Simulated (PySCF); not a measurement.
C2H3Br, SMILES C=CBr. Atoms are numbered in the order given.

```xyz
6

C      0.3099    -2.0959     0.0000
C     -0.5215    -1.0723     0.0000
Br     0.0449     0.7215     0.0000
H      1.3853    -1.9709     0.0000
H     -0.0879    -3.1045     0.0000
H     -1.5991    -1.1671     0.0000
```

Coordinates come from a PBE0-D3(BJ)/def2-TZVP optimisation.

The numbers are results of TDDFT-LC-ωPBE/def2-SVPD (PySCF), not measurements.

Vertical excitations. Gas-phase values at a fixed geometry. State labels are in the subgroup Cs.

Q: Give excitation energies, oscillator strengths and character. (The exact figures need the calculation; the answer reports its results.)

A: 
| state | symmetry | energy (eV) | λ (nm) | f | main pairs |
|---|---|---|---|---|---|
| S1 | A" | 6.28 | 197 | 0.000 | HOMO→LUMO+1 69 %, HOMO→LUMO+5 18 % |
| S2 | A' | 6.90 | 180 | 0.266 | HOMO→LUMO 94 % |
| S3 | A' | 6.97 | 178 | 0.010 | HOMO−1→LUMO+1 70 %, HOMO−1→LUMO+5 15 % |
| S4 | A" | 7.33 | 169 | 0.001 | HOMO−1→LUMO 97 % |
| S5 | A" | 7.86 | 158 | 0.004 | HOMO→LUMO+2 84 % |
| S6 | A" | 8.45 | 147 | 0.001 | HOMO−3→LUMO 52 %, HOMO→LUMO+3 28 % |
| S7 | A" | 8.56 | 145 | 0.000 | HOMO→LUMO+3 45 %, HOMO−3→LUMO 41 % |
| S8 | A' | 8.67 | 143 | 0.095 | HOMO−1→LUMO+2 63 %, HOMO−1→LUMO+5 21 % |
| S9 | A" | 8.80 | 141 | 0.104 | HOMO→LUMO+5 50 %, HOMO→LUMO+3 15 %, HOMO→LUMO+1 11 %, HOMO−2→LUMO+2 8 % |
| S10 | A" | 8.95 | 139 | 0.010 | HOMO−2→LUMO+1 55 %, HOMO−2→LUMO+5 20 % |
| T1 | A' | 4.11 | 302 | 0 | HOMO→LUMO 76 %, HOMO−2→LUMO 19 % |
| T2 | A" | 5.68 | 218 | 0 | HOMO→LUMO+1 63 %, HOMO→LUMO+5 20 % |
| T3 | A' | 6.17 | 201 | 0 | HOMO−1→LUMO+1 65 %, HOMO−1→LUMO+5 20 % |
| T4 | A" | 7.17 | 173 | 0 | HOMO−1→LUMO 94 % |
Triplets are in the Tamm–Dancoff approximation, which puts them higher than full response would, so one can lie above its singlet here.
